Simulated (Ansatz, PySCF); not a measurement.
Reaction (SMILES): [OH][Al] -> [OH][Al] as doublet, charge +1 + e-
Structures are relaxed separately at B3LYP-D3(BJ)/def2-TZVP in Ansatz (an electronic-structure program).

Quantity: adiabatic ionisation energy (0 K, with B3LYP-D3(BJ) harmonic zero-point energies from PySCF), in eV. Correlated levels leave the core frozen unless marked. Open shells are spin-unrestricted. Spin-orbit coupling is left out. Non-relativistic. Basis-set limits of correlation are two-point, X^-3; Hartree-Fock from the larger set.

```tsv
level	program	adiabatic ionisation energy (eV)
revPBE-D3(BJ)/def2-TZVPD	Ansatz + dftd3	8.84
B3LYP-D3(BJ)/def2-TZVPD	Ansatz + dftd3	___
PBE0/def2-QZVPP	Ansatz	8.84
PW6B95/def2-TZVPD	PySCF	___
HSE06-D3(BJ)/def2-TZVPD	Ansatz + dftd3	8.85
wB97M-V/def2-TZVPD	Ansatz	9.03
B2GP-PLYP/def2-TZVPD	Ansatz	8.83
B2PLYP-D3(BJ)/def2-TZVPD	Ansatz + dftd3	8.86
RPA@PBE/cc-pV(T+d)Z	Ansatz	___
CCSD/cc-pV(D+d)Z	Ansatz	___
CCSD/cc-pVTZ	Ansatz	8.85
CCSD/aug-cc-pV(Q+d)Z	Ansatz	8.88
CCSD(T)/CBS(aug-cc-pV(T+d)Z,aug-cc-pV(Q+d)Z)	Ansatz	8.93
```

What belongs in the gaps?


- B3LYP-D3(BJ)/def2-TZVPD, adiabatic ionisation energy (eV): 9.02
- PW6B95/def2-TZVPD, adiabatic ionisation energy (eV): 8.95
- RPA@PBE/cc-pV(T+d)Z, adiabatic ionisation energy (eV): 9.13
- CCSD/cc-pV(D+d)Z, adiabatic ionisation energy (eV): 8.77
